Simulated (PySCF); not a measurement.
## Dipole response of Bi (bismuth, neutral)

[Xe] 4f14 5d10 6s2 6p3, high-spin 4S determinant. Calculation: PySCF 2.14, in aug-cc-pVQZ-PP with ECP60MDF; a scalar-relativistic core potential. Coupled (time-dependent) response in atomic units; α is the mean over directions.

```csv
method,mean α (bohr³),C₆ (like pair),S(−4)
CAM-B3LYP,51.11,607.4,773.8
```

S(−4) is the Cauchy moment in α(ω) = α(0) + S(−4) ω² + …

Reference α: 48 ± 4 bohr³ (recommended; Schwerdtfeger and Nagle, table of static dipole polarizabilities (2023 update)). Published C₆: 513.0 (Gould and Bucko (2016)).

α(iu) at CAM-B3LYP:

```csv
u (hartree),α(iu) (bohr³)
0,51.11
0.0500,49.27
0.100,44.71
0.200,33.85
0.300,25.25
0.500,15.22
0.750,9.438
1.00,6.592
1.50,3.923
2.00,2.676
3.00,1.498
5.00,0.6575
```

A single London oscillator, α(iu) = α/(1 + u²/ω²), gives C₆ = (3/4) ω α². Matching the computed C₆ needs ω = 4 × 607.4 / (3 × 51.11²) = 0.310 hartree.

Energies and moments cover only the electrons outside the core potential. Spin-orbit coupling, which splits the p, d and f shells strongly at this Z, is absent. Spin-orbit coupling is strong in this species (close to jj coupling), so the high-spin LS determinant is a model state, not a physical level.
